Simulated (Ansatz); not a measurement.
C2H6O3Si (`O=C([SiH3])OCO`). Charge 0, multiplicity 1. The geometry is a stationary point of PBE0-D4/def2-TZVP. It is one conformer, not always the lowest.

```xyz
12

O     0.437   -1.311    0.470
C     0.253   -0.117    0.425
Si    1.132    1.100    1.624
O    -0.567    0.464   -0.455
C    -1.256   -0.451   -1.337
O    -0.405   -1.093   -2.200
H     2.589    0.919    1.426
H     0.746    0.694    2.996
H     0.731    2.501    1.356
H    -1.923    0.182   -1.917
H    -1.820   -1.144   -0.705
H     0.083   -1.745   -1.683
```

(1) What is the dipole moment at r2SCAN/def2-TZVPP? (Best estimate.)

(2) And with PBE, B3LYP, ωB97M-V? (Estimate.)

(3) Give the Mulliken charges with r2SCAN, PBE, B3LYP in def2-TZVPP. (An estimate is asked.)

Results:

(1) The calculation gave: 1.34 D, with components (-0.74, 0.85, 0.72) D in this frame, pointing from negative to positive charge.

(2) Computed: PBE 1.25 D, B3LYP 1.45 D, ωB97M-V 1.49 D.

(3) Ansatz gave: 
| atom | r2SCAN | PBE | B3LYP |
| --- | --- | --- | --- |
| O1 | -0.38 | -0.31 | -0.36 |
| C2 | 0.24 | 0.18 | 0.22 |
| Si3 | 0.31 | 0.22 | 0.30 |
| O4 | -0.24 | -0.17 | -0.25 |
| C5 | 0.21 | 0.05 | 0.10 |
| O6 | -0.35 | -0.29 | -0.33 |
| H7 | -0.05 | -0.03 | -0.04 |
| H8 | -0.05 | -0.03 | -0.05 |
| H9 | -0.05 | -0.04 | -0.05 |
| H10 | 0.06 | 0.11 | 0.12 |
| H11 | 0.08 | 0.11 | 0.12 |
| H12 | 0.22 | 0.21 | 0.21 |

B3LYP here is the variant with VWN-RPA as its local correlation; programs differ in this.
